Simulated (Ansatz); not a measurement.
Calculated with Ansatz (gas phase, PBE0-D4/def2-TZVP geometries, no zero-point term in ΔE). CCSD(T)/CBS adds triple-zeta CCSD(T) − MP2 to the extrapolated MP2 energy (def2 sets, frozen cores). This one scheme is used for every species. Functionals use def2-TZVPP. B3LYP here is the variant with VWN-RPA as its local correlation; programs differ in this. For V outer-core shells are correlated without core-valence functions, which leaves a few kJ/mol of doubt a bond. Scalar relativity is left out up to krypton. Each species was taken in one conformer, which may not be the lowest.

Consider the formal hydrolysis of a V–N bond: `[NH2][V](=[O])([F])[Cl]` + H₂O → `[O]=[V]([OH])([F])[Cl]` + NH₃.

```tsv
level	ΔE (kJ/mol)
BHLYP-D4	-25.4
CAM-B3LYP-D4	-28.3
B2PLYP	-26.3
PBE	-31.5
B3LYP	-30.2
LC-ωPBE	-29.1
MP2/def2-TZVPP	-15.1
CCSD/def2-TZVPP	-22.7
```

Question: What does CCSD(T)/CBS give? (Estimate.)

Answer: The calculation gave: -18.8 kJ/mol. The listed levels differ from it by -6.6, -9.5, -7.5, -12.7, -11.4, -10.3, 3.7, -3.9 kJ/mol.

Largest T1 diagnostic among the species: 0.032, so the coupled-cluster value is less sure than usual.

From r2SCAN to r2SCAN0 (25 % exact exchange), in def2-TZVPP and without D4, ΔE moves by +5.0 kJ/mol. Leaving LDA and LC-ωPBE aside and taking each functional with its dispersion term where it has one, the values, not all of them listed here, spread over 13.5 kJ/mol, from B97M-V to PBE-QIDH. LDA lies +4.1 kJ/mol from PBE without D4. In def2-TZVPP, CCSD(T) changes the Hartree–Fock value by +8.3 kJ/mol (the triples alone add +0.7 kJ/mol) and MP2 by +15.1 kJ/mol.
